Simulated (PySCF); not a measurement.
HIMg. Atoms are numbered in the order given.

```xyz
3

Mg     0.0000     0.0000    -2.0283
H      0.0000     0.0000    -3.7107
I      0.0000     0.0000     0.5292
```
Charge 0, spin multiplicity 1.

Geometry optimised at B3LYP-D3(BJ)/def2-TZVP. The def2 effective core potentials stand for the cores of I; spin–orbit coupling is left out.

Computed with PBE0/def2-TZVPD run with PySCF.

The molecule is in vacuum.

| Item | Value |
|---|---|
| total energy | -498.34575 hartree |
| point group | C∞v |
| highest occupied level | -7.54 eV |
| lowest empty level | -1.14 eV |
| orbital gap | 6.40 eV |
| dipole moment | 1.33 D |
| quadrupole, principal values (traceless, Buckingham form, about the centre of nuclear charge) | -7.11, 3.56, 3.56 D·Å |
| mean static polarisability | 66.5 bohr³ (9.86 Å³) |
| polarisability, principal values | 58.3, 58.3, 83.1 bohr³ |
